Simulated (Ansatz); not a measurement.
Cost and result for the atomization energy of F₂H₃SSi₂, SMILES `F[SiH](F)S[SiH2]` radical (8 atoms, 7 bonds).

```tsv
atom	x (Å)	y (Å)	z (Å)
F1	-1.294	-0.983	-1.031
Si2	0.270	-0.768	-1.185
F3	0.946	-2.044	-0.535
S4	0.884	1.001	-0.226
Si5	-0.157	0.767	1.638
H6	0.624	-0.713	-2.611
H7	-1.629	0.873	1.451
H8	0.354	1.867	2.498
```

Charge 0, multiplicity 2. The structure was optimised at the PBE0-D4/def2-TZVP level. It is one conformer, not always the lowest. Program: Ansatz. All runs use 4 threads of an Arm Neoverse V1 on a shared host. Times are those of one run each, without the atoms' runs, and a repeat can differ threefold. Electronic energies, without spin–orbit coupling; frozen cores. CCSD(T)/CBS adds CCSD(T) − MP2 in def2-TZVPP to the MP2 limit, and its time is that of the two runs behind it. T1 = 0.014; ⟨S²⟩ of the reference is 0.76.

CCSD(T)/CBS is a level of theory with its own doubt, some kJ/mol a heavy atom from the limit and from the frozen cores, so smaller differences don't rank the functionals.

| level | functions | wall time | atomization (kJ/mol) | difference from CCSD(T)/CBS | per bond |
| --- | --- | --- | --- | --- | --- |
| LDA (SPW92)/def2-TZVPP | 230 | 1.8 s | 3130.4 | 364.6 | 52.1 |
| revPBE-D4/def2-TZVPP | 230 | 3.2 s | 2708.2 | -57.6 | -8.2 |
| BLYP-D4/def2-TZVPP | 230 | 3.3 s | 2731.2 | -34.6 | -4.9 |
| CAM-B3LYP-D4/def2-TZVPP | 230 | 7 s | 2753.8 | -12.0 | -1.7 |
| B2PLYP/def2-TZVPP | 230 | 8 s | 2710.5 | -55.3 | -7.9 |
| PBE-QIDH/def2-TZVPP | 230 | 8 s | 2724.8 | -41.0 | -5.9 |
| r2SCAN-D4/def2-TZVPP (with forces) | 230 | 9.5 s | 2778.7 | 12.9 | 1.9 |
| r2SCANh-D4/def2-TZVPP | 230 | 11 s | 2756.2 | -9.6 | -1.4 |
| CCSD(T)/def2-SVP | 97 | 12 s | 2493.6 | -272.2 | -38.9 |
| ωB97X-V/def2-TZVPP | 230 | 15 s | 2774.0 | 8.2 | 1.2 |
| MP2/def2-QZVPP | 414 | 26 s | 2805.2 | 39.4 | 5.6 |
| CCSD(T)/def2-TZVPP | 230 | 19 min | 2672.1 | -93.7 | -13.4 |
| CCSD(T)/CBS(def2) | – | 19 min | 2765.8 | 0.0 | 0.0 |

From PBE to PBE0 (25 % exact exchange), in def2-TZVPP and without D4, the atomization energy moves by −43.3 kJ/mol: exact exchange takes away binding that semilocal exchange gives to molecules. Leaving LDA and LC-ωPBE aside and taking each functional with its dispersion term where it has one, the values, not all of them listed here, spread over 112.5 kJ/mol, from BHLYP-D4 to B97M-V. LDA lies +380.8 kJ/mol from PBE without D4, its usual overbinding. In def2-TZVPP, CCSD(T) changes the Hartree–Fock value by +619.9 kJ/mol (the triples alone add +42.4 kJ/mol) and MP2 by +695.8 kJ/mol; breaking electron pairs costs correlation energy, which Hartree–Fock lacks.
